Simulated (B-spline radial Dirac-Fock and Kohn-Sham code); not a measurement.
## Two-hole binding energies of I⁵⁺

System: I⁵⁺, [Kr] 4d10 5s2.

Calculated with an atomic code on a B-spline grid, using Dirac-Fock ΔSCF + Breit + QED. U is the two-hole binding energy less the two single-hole energies, the effective repulsion of the holes after relaxation. Each two-hole energy is an average over J within one jj subconfiguration.

```tsv
holes	E(a) (eV)	E(b) (eV)	E(ab) (eV)	U (eV)
1s⁻²	33240.8	33240.8	67353.3	871.7
1s⁻¹ 2p3/2⁻¹	33240.8	4630.0	?	?
2s⁻¹ 2p1/2⁻¹	5266.7	4924.9	10329.0	137.5
2s⁻¹ 2p3/2⁻¹	5266.7	4630.0	10030.1	133.4
2p1/2⁻¹ 2p3/2⁻¹	4924.9	4630.0	9717.5	162.7
2p1/2⁻¹ 3s⁻¹	4924.9	1146.9	6135.8	64.0
2s⁻¹ 3d3/2⁻¹	5266.7	702.4	6038.2	69.1
2p3/2⁻¹ 3s⁻¹	4630.0	1146.9	5840.5	63.6
2p1/2⁻¹ 3d3/2⁻¹	4924.9	702.4	5694.7	67.4
3p1/2⁻²	1005.4	1005.4	2065.4	54.5
3p3/2⁻²	948.7	948.7	1947.4	50.0
3d3/2⁻²	702.4	702.4	1460.2	55.3
3d3/2⁻¹ 3d5/2⁻¹	702.4	690.9	1449.3	56.0
4d3/2⁻²	119.5	119.5	261.2	22.3
```

Q: Give the missing two-hole energy and U.

A: E(ab) = 38099.7 eV and U = 228.9 eV.
